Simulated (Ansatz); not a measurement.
A nudged elastic band was laid between two geometries of CH4AlCl3 (9 atoms, charge 0, multiplicity 1).

Level of theory: Ansatz, RKS B3LYP-D4/def2-SVP.

* movable images: 1
* climbing image: yes
* spring: 5.0 eV/Å²
* optimiser: quadratic models (default)
* start path: through a guess of the saddle point
* force threshold: 0.05 eV/Å
* iteration limit: 60
* end points: relaxed

First end point:

```xyz
9
Properties=species:S:1:pos:R:3
Al -0.944 0.278 -0.273
C 0.274 -1.140 0.260
Cl -1.444 0.546 -2.313
Cl -2.286 1.120 1.131
H 1.900 1.350 0.209
Cl 0.967 2.189 -0.118
H 1.107 -1.263 -0.453
H 0.688 -0.975 1.269
H -0.263 -2.104 0.290
```

Last end point:

```xyz
9
Properties=species:S:1:pos:R:3
Al -0.923 1.198 -0.438
C 0.784 -1.021 0.376
Cl -1.642 0.297 -2.187
Cl -1.995 0.994 1.347
H 1.143 0.021 0.374
Cl 0.590 2.640 -0.577
H 1.642 -1.658 0.120
H 0.395 -1.274 1.370
H 0.006 -1.197 -0.384
```

Q: Which bonds break or form, and what moves?

A: Bonds broken: Al1–C2, H5–Cl6. Bonds formed: C2–H5. CH4AlCl3 becomes AlCl3 + CH4.

Q: What energy profile does the band end with?

A: It converged. The highest image is number 1 of 0 to 2, 0.40 eV above the first end and 1.82 eV above the last; the last end lies 1.42 eV below the first. Neighbouring images differ by up to 1.8 eV, so the band resolves the path poorly. Another band between the same ends (7 images) ends at a top of the same energy, where a vibrational analysis finds 2 clearly imaginary modes. So few images can step over the top or miss a turn of the path. The orbitals stay closed-shell, which can raise the energy where a bond breaks towards radicals; this wasn't checked here.

```csv
image,path coordinate (Å),energy (eV),Al1–C2 (Å),H5–Cl6 (Å),C2–H5 (Å)
0,0.00,0.00,1.94,1.30,2.97
1,1.32,0.40,2.03,1.46,1.63
2,3.22,-1.42,2.92,2.84,1.10
```

Q: What is the geometry of the highest image?

A: 
```xyz
9
Properties=species:S:1:pos:R:3
Al -0.812 0.552 -0.294
C 0.492 -0.898 0.272
Cl -1.366 0.458 -2.322
Cl -2.240 1.046 1.170
H 1.052 0.630 0.153
Cl 1.045 2.068 -0.084
H 1.268 -1.247 -0.427
H 0.868 -0.942 1.306
H -0.308 -1.667 0.224
```

Run time: 40 s on 2 threads of Arm Neoverse V1, on a shared host, peak memory 0.26 GiB.
